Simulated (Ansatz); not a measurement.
`O[SiH](F)S` → `OF` + `[SiH]S` at 400 K and 1 bar (silylene formation by 1,1-elimination).

Program: Ansatz. Geometries: PBE0-D4/def2-TZVP. ΔE: electronic, gas phase. CCSD(T)/CBS adds triple-zeta CCSD(T) − MP2 to the extrapolated MP2 energy (def2 sets, frozen cores). This one scheme is used for every species. Each species was taken in one conformer, which may not be the lowest.

```tsv
species	CCSD(T)/CBS energy (Eh)	H − E (kJ/mol)	S (J/(mol·K))
`O[SiH](F)S`	-863.77796	122.3	348.4
`OF`	-175.42775	51.1	236.7
`[SiH]S`	-688.02937	61.1	271.5
```

H − E and S are ideal-gas, rigid-rotor, harmonic terms from PBE0-D4/def2-TZVP, for one conformer and one mirror image of each species. 1 Eh = 2625.50 kJ/mol, R = 8.31446 J/(mol·K).

Q: By hand: ΔE, ΔH, ΔS and ΔG.

A: ΔE = (-175.42775) + (-688.02937) − (-863.77796) = 0.32084 Eh = 842.4 kJ/mol. Δ(H − E) = 51.1 + 61.1 − 122.3 = -10.1, so ΔH = 832.3 kJ/mol. ΔS = 236.7 + 271.5 − 348.4 = 159.8 J/(mol·K). ΔG = 832.3 − 400 × (159.8)/1000 = 768.4 kJ/mol.

Q: By hand: the equilibrium constant, and the temperature at which ΔG would vanish if ΔH and ΔS stayed fixed.

A: log₁₀ K = −ΔG/(RT ln 10) = -100.3. ΔG = 0 at ΔH/ΔS = 5208 K, far beyond where these terms or the molecules hold.

The number of gas molecules changes by +1, which sets the sign of ΔS. A doubt of 5 kJ/mol in ΔE shifts log₁₀ K by 0.7 here. Other conformers and mirror images would add mixing entropy, several J/(mol·K) or more a flexible species. These are equilibria of isolated gas molecules and say nothing of rates. Largest T1 diagnostic: 0.016 (customary marks: 0.02 for closed shells, 0.045 for open ones).
